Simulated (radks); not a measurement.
Results of a calculation; reference values are marked as such.
Excited configurations of Se II: one electron is placed in a higher orbital outside [Ar] 3d10 4s2 4p2. The ground configuration is [Ar] 3d10 4s2 4p3. Level of theory: Dirac Kohn-Sham, PBE, spin-unpolarised, spherical densities, finite nucleus; open shells fill j = l - 1/2 first; Fermi nuclear charge, rms radius 4.14 fm (a radial shooting solver on a logarithmic mesh with Libxc functionals). Excitation = E - E(ground); binding = E(ion) - E, where the ion is the core of charge +2; n* = 2/sqrt(2 binding) in atomic units, and the quantum defect is n - n*.

outer orbital  excitation (eV)  binding (eV)     n*  quantum defect  eigenvalue (eV)  <r> (bohr)
5s1/2                   10.828         9.282  2.421           2.579           -7.132       4.586
5d3/2                   15.856         4.254  3.577           1.423           -3.214       8.519
6f5/2                   18.392         1.718  5.629           0.371           -1.344       21.86
7d3/2                   18.262         1.848  5.427           1.573           -1.480       21.72

Estimate the row for 6p1/2.

Answer. excitation (eV) 16.159; binding (eV) 3.951; n* 3.712; quantum defect 2.288; eigenvalue (eV) -3.097; <r> (bohr) 10.33. The Delta-SCF ionisation energy is 20.110 eV (NIST Atomic Spectra Database: 21.20 eV, measured). Self-interaction in the functional shifts the binding energies and quantum defects, so they are the method's values and not measured ones. Spin polarisation and multiplet splitting are left out, so open shells lie too high by an amount that depends on their filling.

Beside tabulated values, note that spin-unpolarised runs miss the spin-polarisation part of the exchange energy of open shells.
